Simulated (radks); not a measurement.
The antimony ion Sb3+, [Kr] 4d10 5s2. Calculated with a radial shooting solver on a logarithmic mesh with Libxc functionals: non-relativistic Kohn-Sham, exchange-only PBE, spin-polarised, spherical densities, point nucleus. Every spin shell is full or empty, so the densities are truly spherical. Functionals are evaluated on that one density, not self-consistently. Rank these orbital-free kinetic functionals by their error against the exact value of the orbitals, and give that value: Thomas-Fermi, von Weizsacker, TF + vW, TF + vW/5, APBEK, revAPBEK, Thakkar, PG1, DePristo-Kress.

Answer. Exact: 6310.98 hartree. From best to worst, with 100 (|E| - |E exact|)/|E exact| (equal figures are ties): DePristo-Kress -0.09, APBEK +0.12, revAPBEK +0.30, Thakkar -0.57, TF + vW/5 +3.00, Thomas-Fermi -5.26, PG1 +14.97, TF + vW +36.05, von Weizsacker -58.69.
